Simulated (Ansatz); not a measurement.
`[SiH]Cl` and `[SiH]Br` differ in one element.

Ansatz, PBE0-D4/def2-TZVP geometries, multiplicity 1. 

Scalar relativity is left out up to krypton.

| property | `[SiH]Cl` |
| --- | --- |
| LUMO energy (B3LYP/def2-TZVPP) / eV | -3.14 |
| HOMO–LUMO gap (PBE/def2-TZVPP) / eV | 2.09 |
| HOMO energy (PBE0/def2-TZVPP) / eV | -6.99 |
| ideal-gas entropy at 298 K and 1 bar (rigid rotor, harmonic PBE0-D4/def2-TZVP) / J/(mol·K) | 251 |
| zero-point energy (PBE0-D4/def2-TZVP) / kJ/mol | 20.1 |
| size of the dipole moment (ωB97M-V/def2-TZVPP) / D | 1.09 |

Give the same properties after the change, and the shifts. (An estimate is asked.)

Computed: 
| property | `[SiH]Br` | shift |
| --- | --- | --- |
| LUMO energy (B3LYP/def2-TZVPP) / eV | -3.24 | -0.10 |
| HOMO–LUMO gap (PBE/def2-TZVPP) / eV | 2.00 | -0.09 |
| HOMO energy (PBE0/def2-TZVPP) / eV | -6.98 | 0.01 |
| ideal-gas entropy at 298 K and 1 bar (rigid rotor, harmonic PBE0-D4/def2-TZVP) / J/(mol·K) | 263 | 12 |
| zero-point energy (PBE0-D4/def2-TZVP) / kJ/mol | 19.3 | -0.8 |
| size of the dipole moment (ωB97M-V/def2-TZVPP) / D | 1.21 | 0.12 |

Dipoles are sizes alone; their direction can turn.

B3LYP here is the variant with VWN-RPA as its local correlation; programs differ in this.

Spin–orbit coupling is left out; it splits and shifts lone-pair levels of the heavy atoms by tenths of an eV.
